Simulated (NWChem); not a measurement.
CH6OSSi; SMILES CO[SiH2]S

```xyz
10

Si    -0.8895     0.0335    -0.1028
S      0.4496     1.7027     0.1094
O     -0.2304    -1.4059     0.3885
C      0.9411    -1.9745    -0.1277
H     -2.0387     0.2799     0.8004
H     -1.2929    -0.0412    -1.5399
H      0.9828     1.5748    -1.1247
H      1.8059    -1.2945    -0.0228
H      1.1615    -2.8966     0.4306
H      0.8364    -2.2401    -1.1963
```
Atoms are numbered in this order, from 1.

Program: NWChem. Pople sets run with spherical d functions. Structure relaxed at the PBE0/def2-SVP level. B3LYP is NWChem's, with the RPA form of VWN correlation. Ions are spin-unrestricted doublets at the neutral geometry; other ion states weren't tried.

For level B3LYP/6-31G*:

```
Property                               Result
-------------------------------------  ------
vertical ionisation energy, ΔSCF (eV)    9.84
−ε(HOMO) (eV)                            7.27
```

**Question.** What are these values for level PBE/6-31G*?

**Answer.** 
* **vertical ionisation energy, ΔSCF (eV)**: 9.44
* **−ε(HOMO) (eV)**: 6.28
